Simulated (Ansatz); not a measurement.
Cl3Si, SMILES [Si](Cl)(Cl)Cl (connectivity only; charge and spin as stated), charge +1, multiplicity 1.

Geometry: B3LYP-D3(BJ)/def2-SVP. The spin state was assumed, not searched. The isomer is the one that the SMILES or the coordinates give; other isomers of the formula were not compared.

Two levels are set side by side: PBE/def2-SVPD (Ansatz, a quantum-chemistry and plane-wave program) and CAM-B3LYP/def2-SVPD (Ansatz). Energy differences of separate SCF runs at the same geometry; the states with an electron removed or added have multiplicity 2 and 2. Differences are taken from unrounded values.

```
quantity                           CAM-B3LYP
---------------------------------  ---------
vertical ionisation energy (eV)        17.99
vertical electron affinity (eV)         6.58
vertical singlet–triplet gap (eV)       5.60
```

### Question
What does PBE give, and how far is it from CAM-B3LYP? (An estimate is asked for; the answer gives what the named calculation found.)

### Answer

| quantity | PBE | PBE minus CAM-B3LYP |
|---|---|---|
| vertical ionisation energy (eV) | 17.16 | -0.83 |
| vertical electron affinity (eV) | 6.53 | -0.06 |
| vertical singlet–triplet gap (eV) | 4.82 | -0.78 |
